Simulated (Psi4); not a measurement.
C$_{2}$H (SMILES [C]#C), doublet, geometry from GFN2-xTB; REVPBE/6-31G** run with Psi4 1.11.

Psi4 was given this input:
```
memory 2 GB

molecule {
0 2
C    -0.00000000   -0.00000000   -0.72327392
C     0.00000000    0.00000000    0.46866225
H     0.00000000    0.00000000    1.52766999
}

set {
  basis 6-31g**
  reference uks
}

energy('revpbe')
print_variables()
```

The log (banner, timings and long lists left out):

```
   => Loading Basis Set <=

    Name: 6-31G**
    Role: ORBITAL
    Keyword: BASIS

         ---------------------------------------------------------
                                   SCF
               by Justin Turney, Rob Parrish, Andy Simmonett
                          and Daniel G. A. Smith
                              UKS Reference
         ---------------------------------------------------------

  ==> Geometry <==

    Molecular point group: c2v
    Full point group: C_inf_v

    Geometry (in Angstrom), charge = 0, multiplicity = 2:

       Center              X                  Y                   Z               Mass
    ------------   -----------------  -----------------  -----------------  -----------------
         C            0.000000000000     0.000000000000    -0.662664251581    12.000000000000
         C            0.000000000000     0.000000000000     0.529271918419    12.000000000000
         H            0.000000000000     0.000000000000     1.588279658419     1.007825032230

  Running in c2v symmetry.

  Rotational constants: A = ************  B =      1.50873  C =      1.50873 [cm^-1]
  Rotational constants: A = ************  B =  45230.53199  C =  45230.53199 [MHz]
  Nuclear repulsion =   20.391414654599156

  Charge       = 0
  Multiplicity = 2
  Electrons    = 13
  Nalpha       = 7
  Nbeta        = 6

  ==> Algorithm <==

  SCF Algorithm Type is DF.
  DIIS enabled.
  MOM disabled.
  Fractional occupation disabled.
  Guess Type is SAD.
  Energy threshold   = 1.00e-06
  Density threshold  = 1.00e-06
  Integral threshold = 1.00e-12

  ==> Primary Basis <==

  Basis Set: 6-31G**
    Blend: 6-31G**
    Number of shells: 15
    Number of basis functions: 35
    Number of Cartesian functions: 35
    Spherical Harmonics?: false
    Max angular momentum: 2

  ==> DFT Potential <==

   => LibXC <=

    Version 7.1.2
    S. Lehtola, C. Steigemann, M. J. T. Oliveira, and M. A. L. Marques,  SoftwareX 7, 1–5 (2018) (10.1016/j.softx.2017.11.002)

   => Composite Functional: REVPBE <=

    revPBE GGA Exchange-Correlation Functional

    Y. Zhang and W. Yang, Phys. Rev. Lett. 80, 890, 1998

    Deriv               =              1
    GGA                 =           TRUE
    Meta                =          FALSE

    Exchange Hybrid     =          FALSE
    MP2 Hybrid          =          FALSE

   => Exchange Functionals <=

    1.0000   XC_GGA_X_PBE_R

   => Correlation Functionals <=

    1.0000     XC_GGA_C_PBE

   => LibXC Density Thresholds  <==

    XC_GGA_C_PBE:  1.00E-12
    XC_GGA_X_PBE_R:  1.00E-15

   => Molecular Quadrature <=

    Radial Scheme          =       TREUTLER
    Pruning Scheme         =           NONE
    Nuclear Scheme         =       TREUTLER

    Blocking Scheme        =         OCTREE
    BS radius alpha        =              1
    Pruning alpha          =              1
    Radial Points          =             75
    Spherical Points       =            302
    Total Points           =          64179
    Total Blocks           =            545
    Max Points             =            256
    Max Functions          =             35
    Weights Tolerance      =       1.00E-15

   => Loading Basis Set <=

    Name: (6-31G** AUX)
    Role: JKFIT
    Keyword: DF_BASIS_SCF

  ==> Integral Setup <==

  SCF_SUBTYPE=INCORE selected. In-core MEM_DF algorithm will be used.
  Using in-core AOs.

  ==> MemDFJK: Density-Fitted J/K Matrices <==

    J tasked:                   Yes
    K tasked:                    No
    wK tasked:                   No
    Algorithm:                 Core
    Schwarz Cutoff:           1E-12
    Mask sparsity (%):       0.0000
    Fitting Condition:        1E-10

   => Auxiliary Basis Set <=

  Basis Set: (6-31G** AUX)
    Blend: CC-PVDZ-JKFIT
    Number of shells: 57
    Number of basis functions: 187
    Number of Cartesian functions: 187
    Spherical Harmonics?: false
    Max angular momentum: 3

  Minimum eigenvalue in the overlap matrix is 2.4158392673E-03.
  Reciprocal condition number of the overlap matrix is 4.2626836841E-04.
    Using symmetric orthogonalization.

  ==> Pre-Iterations <==

  SCF Guess: Superposition of Atomic Densities via on-the-fly atomic UHF (no occupation information).

   -------------------------
    Irrep   Nso     Nmo
   -------------------------
     A1        19      19
     A2         2       2
     B1         7       7
     B2         7       7
   -------------------------
    Total      35      35
   -------------------------

  ==> Iterations <==

                           Total Energy        Delta E     RMS |[F,P]|

   @DF-UKS iter SAD:   -76.19805692735071   -7.61981e+01   0.00000e+00
    Occupation by irrep:
             A1    A2    B1    B2
    DOCC [     5,    0,    1,    0 ]
    SOCC [     0,    0,    0,    1 ]
    NA   [     5,    0,    1,    1 ]
    NB   [     5,    0,    1,    0 ]

   @DF-UKS iter   1:   -76.41306058274705   -2.15004e-01   2.62513e-02 ADIIS/DIIS
    Occupation by irrep:
             A1    A2    B1    B2
    DOCC [     4,    0,    1,    1 ]
    SOCC [     1,    0,    0,    0 ]
    NA   [     5,    0,    1,    1 ]
    NB   [     4,    0,    1,    1 ]

   @DF-UKS iter   2:   -76.04792347094073    3.65137e-01   4.14021e-02 ADIIS/DIIS
   @DF-UKS iter   3:   -76.48165974139526   -4.33736e-01   1.92340e-02 ADIIS/DIIS
   @DF-UKS iter   4:   -76.58497230674941   -1.03313e-01   3.32064e-03 ADIIS/DIIS
   @DF-UKS iter   5:   -76.58741281136844   -2.44050e-03   8.74578e-04 ADIIS/DIIS
   @DF-UKS iter   6:   -76.58759181060648   -1.78999e-04   2.21104e-04 ADIIS/DIIS
   @DF-UKS iter   7:   -76.58760894860383   -1.71380e-05   4.39233e-05 DIIS
   @DF-UKS iter   8:   -76.58761076562503   -1.81702e-06   1.10105e-05 DIIS
   @DF-UKS iter   9:   -76.58761100418241   -2.38557e-07   2.81464e-06 DIIS
   @DF-UKS iter  10:   -76.58761100910603   -4.92362e-09   1.44922e-06 DIIS
   @DF-UKS iter  11:   -76.58761100982642   -7.20391e-10   1.12541e-07 DIIS
  Energy and wave function converged.

  ==> Post-Iterations <==

   Electrons on quadrature grid:
      Nalpha   =    6.9999998511 ; deviation = -1.489e-07
      Nbeta    =    5.9999998597 ; deviation = -1.403e-07
      Ntotal   =   12.9999997108 ; deviation = -2.892e-07

   @Spin Contamination Metric:   2.260718944E-02
   @S^2 Expected:                7.500000000E-01
   @S^2 Observed:                7.726071894E-01
   @S   Expected:                5.000000000E-01
   @S   Observed:                5.000000000E-01

    Orbital Energies [Eh]
    ---------------------

    Alpha Occupied:

       1A1    -9.965753     2A1    -9.924875     3A1    -0.690879
       4A1    -0.493832     5A1    -0.340274     1B2    -0.267085
       1B1    -0.267085

    Alpha Virtual:

       2B2     0.007633     2B1     0.007633     6A1     0.101531
       7A1     0.330794     8A1     0.434928     3B1     0.487907
       3B2     0.487907     9A1     0.586197     4B2     0.608758
       4B1     0.608758    10A1     0.760399    11A1     1.074946
      12A1     1.192555     5B2     1.348953     5B1     1.348953
       1A2     1.450787    13A1     1.450788     2A2     1.847326
      14A1     1.847326     6B1     2.009443     6B2     2.009443
      15A1     2.126713    16A1     2.734957     7B2     2.752223
       7B1     2.752223    17A1     3.498842    18A1     3.943575
      19A1     4.776844

    Beta Occupied:

       1A1    -9.948960     2A1    -9.924810     3A1    -0.676754
       4A1    -0.486062     1B1    -0.253265     1B2    -0.253265

    Beta Virtual:

       5A1    -0.205875     2B2     0.034140     2B1     0.034140
       6A1     0.103715     7A1     0.375593     8A1     0.447084
       3B1     0.495340     3B2     0.495340     4B2     0.624834
       4B1     0.624834     9A1     0.669845    10A1     0.759706
      11A1     1.096220    12A1     1.208686     5B2     1.384983
       5B1     1.384983     1A2     1.466670    13A1     1.466670
       2A2     1.866805    14A1     1.866806     6B2     2.054019
       6B1     2.054019    15A1     2.182895     7B1     2.780690
       7B2     2.780690    16A1     2.788647    17A1     3.521870
      18A1     4.007361    19A1     4.787027

    Final Occupation by Irrep:
             A1    A2    B1    B2
    DOCC [     4,    0,    1,    1 ]
    SOCC [     1,    0,    0,    0 ]
    NA   [     5,    0,    1,    1 ]
    NB   [     4,    0,    1,    1 ]

  @DF-UKS Final Energy:   -76.58761100982642

   => Energetics <=

    Nuclear Repulsion Energy =             20.3914146545991564
    One-Electron Energy =                -142.4408601508046672
    Two-Electron Energy =                  56.5439428408117308
    DFT Exchange-Correlation Energy =     -11.0821083544326502
    Empirical Dispersion Energy =           0.0000000000000000
    VV10 Nonlocal Energy =                  0.0000000000000000
    Total Energy =                        -76.5876110098264178

  UHF NO Occupations:
  HONO-2 :    1 B2 1.9944384
  HONO-1 :    1 B1 1.9944382
  HONO-0 :    5 A1 1.0000000
  LUNO+0 :    2 B1 0.0055618
  LUNO+1 :    2 B2 0.0055616
  LUNO+2 :    6 A1 0.0001289
  LUNO+3 :    7 A1 0.0000819

Computation Completed

Properties will be evaluated at   0.000000,   0.000000,   0.000000 [a0]

Properties computed using the SCF density matrix

 Multipole Moments:

 ------------------------------------------------------------------------------------
     Multipole            Electronic (a.u.)      Nuclear  (a.u.)        Total (a.u.)
 ------------------------------------------------------------------------------------

 L = 1.  Multiply by 2.5417464519 to convert [e a0] to [Debye]
 Dipole X            :          0.0000000            0.0000000            0.0000000
 Dipole Y            :          0.0000000            0.0000000            0.0000000
 Dipole Z            :         -1.2027343            1.4889637            0.2862294
 Magnitude           :                                                    0.2862294

 ------------------------------------------------------------------------------------

  Variable Map:
  ----------------------------------------------------------------------------
  "CURRENT ENERGY"              =>     -76.587611009826
  "CURRENT REFERENCE ENERGY"    =>     -76.587611009826
  "DD SOLVATION ENERGY"         =>       0.000000000000
  "DFT FUNCTIONAL TOTAL ENERGY" =>     -76.587611009826
  "DFT TOTAL ENERGY"            =>     -76.587611009826
  "DFT VV10 ENERGY"             =>       0.000000000000
  "DFT XC ENERGY"               =>     -11.082108354433
  "GRID ELECTRONS ALPHA"        =>       6.999999851138
  "GRID ELECTRONS BETA"         =>       5.999999859664
  "GRID ELECTRONS TOTAL"        =>      12.999999710802
  "NUCLEAR REPULSION ENERGY"    =>      20.391414654599
  "ONE-ELECTRON ENERGY"         =>    -142.440860150805
  "PCM POLARIZATION ENERGY"     =>       0.000000000000
  "PE ENERGY"                   =>       0.000000000000
  "SCF ITERATION ENERGY"        =>     -76.587611009826
  "SCF ITERATIONS"              =>      11.000000000000
  "SCF TOTAL ENERGY"            =>     -76.587611009826
  "TWO-ELECTRON ENERGY"         =>      56.543942840812
  "XC GRID RADIAL POINTS"       =>      75.000000000000
  "XC GRID SPHERICAL POINTS"    =>     302.000000000000
  "XC GRID TOTAL POINTS"        =>   64179.000000000000

  Array Variable Map:
  ----------------------------------------------------------------------------
  "CURRENT DIPOLE"              =>       0.000000000000 ... 0.286229449511 1 by 3
  "SCF DIPOLE"                  =>       0.000000000000 ... 0.286229449511 1 by 3
  "SCF TOTAL ENERGIES"          =>     -76.198056927351 ... -76.587611009826 1 by 12
```
